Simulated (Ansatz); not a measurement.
Consider the β-hydride elimination: `CC(C)CB(Cl)Cl` → `ClBCl` + `C=C(C)C`.

Calculated with Ansatz (gas phase, PBE0-D4/def2-TZVP geometries, no zero-point term in ΔE). CBS: MP2 limit from def2 TZ/QZ plus the TZ coupled-cluster correction, frozen cores. This one scheme is used for every species. Functionals use def2-TZVPP. One conformer a species, not always the lowest.

| level | ΔE (eV) |
| --- | --- |
| r2SCAN | 1.41 |
| CAM-B3LYP | 1.25 |

(1) What does CCSD(T)/CBS give? (Estimate.)

Largest T1 diagnostic among the species: 0.012.

## Answers

(1) Ansatz gave: +1.42 eV. The listed levels differ from it by -0.01, -0.17 eV.

At CCSD(T), def2-SVP lies +0.04 eV from the extrapolated value and def2-TZVPP −0.02 eV. The D4 term adds +0.23 eV with B3LYP and +0.13 eV with PBE0; it sums over pairs of atoms, weighted by their polarisabilities, and B3LYP, whose exchange is more repulsive, gets the larger term. From BLYP to BHLYP (50 % exact exchange), in def2-TZVPP and without D4, ΔE moves by +0.35 eV.

B3LYP here is the variant with VWN-RPA as its local correlation; programs differ in this.
